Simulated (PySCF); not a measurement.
A PySCF script (with the pyscf-properties extension) for the NMR shieldings of SMILES CC(=S)OCC[SiH3], C4H10OSSi, on a GFN2-xTB geometry:

```python
import basis_set_exchange as bse
import numpy as np
from pyscf import gto, dft
from pyscf.prop import nmr

atoms = """
C    -2.591460    0.575491   -0.804869
C    -1.736621    0.391437    0.406832
S    -2.284052    0.635310    1.923397
O    -0.497812    0.034276    0.117702
C     0.442352   -0.115165    1.175728
C     1.785262   -0.417147    0.543205
Si    2.018138    0.659611   -1.015173
H    -2.211061   -0.024441   -1.627954
H    -2.567454    1.624223   -1.101816
H    -3.620876    0.310637   -0.580891
H     0.096312   -0.906484    1.852709
H     0.474872    0.820376    1.747374
H     1.833945   -1.471529    0.272647
H     2.568101   -0.238770    1.277877
H     1.238163    0.117553   -2.126060
H     1.602661    2.030294   -0.713669
H     3.442533    0.635819   -1.356947
"""
names = dict.fromkeys(["C", "S", "O", "Si", "H"], "pcSseg-1")
basis = {el: gto.basis.parse(bse.get_basis(n, elements=[el], fmt="nwchem")) for el, n in names.items()}
mol = gto.M(atom=atoms, basis=basis, charge=0, verbose=0)
mf = dft.RKS(mol, xc="PBE0")
mf.grids.level = 2
mf.grids.alignment = dft.numint.BLKSIZE   # the property module wants whole blocks of grid points
mf.conv_tol = 1e-9
mf.kernel()

calc = nmr.RKS(mf)   # GIAO
C = mf.mo_coeff
Co = C[:, mf.mo_occ > 0]
resp = mf.gen_response(singlet=True, hermi=2)
def vind(x):   # induced exchange potential for any number of trial vectors
    d = np.einsum("pi,xij,qj->xpq", C, 2 * x.reshape(-1, C.shape[1], Co.shape[1]), Co, optimize=True)
    return np.einsum("xpq,pi,qj->xij", resp(d - d.transpose(0, 2, 1)), C, Co, optimize=True).ravel()
mo1, _ = nmr.rhf.solve_mo1(calc, with_cphf=vind)
sigma = calc.kernel(mo1)
for i, s in enumerate(sigma):   # ppm
    print("%2d %-2s %9.2f" % (i, mol.atom_pure_symbol(i), np.trace(s) / 3))
```

**Question.** What does it print?

**Answer.** 
```
 0 C     151.85
 1 C     -42.41
 2 S      56.66
 3 O      39.25
 4 C     113.48
 5 C     176.90
 6 Si    423.60
 7 H      29.23
 8 H      28.86
 9 H      28.77
10 H      26.96
11 H      27.33
12 H      30.18
13 H      30.65
14 H      27.63
15 H      28.03
16 H      27.84
```

These numbers come from an equivalent density-fitted implementation of the same equations, which agrees with the script to about 0.01 ppm for H and up to a few tenths of a ppm for heavy atoms, so last digits may differ.

**Question.** Turn these shieldings into chemical shifts. Referencing at the same level of theory: TMS for ¹³C (σref 186.93) and ²⁹Si (σref 349.16) and ¹H (σref 31.72); ³³S (σref 503.73) against CS2; ¹⁷O (σref 336.08) vs H2O.

**Answer.** Averaging equivalent atoms: C 1: 229.3; C 4: 73.4; C 0: 35.1; C 5: 10.0; S 2: 447; O 3: 296.8; Si 6: -74.4; H 10/11: 4.57; H 14/15/16: 3.88; H 7/8/9: 2.77; H 12/13: 1.30 ppm. Unscaled 17O shifts of doubly bonded oxygen tend to come out too high, by tens of ppm or more. Experimental scales use liquid or dissolved standards, which lie at an offset from isolated H2O (liquid H2O: subtract about 36 ppm).

Size and cost of the density-fitted run: 183 basis functions, 66 s wall time on 1 thread of an Arm Neoverse N1, shared host; peak memory 0.83 GiB.
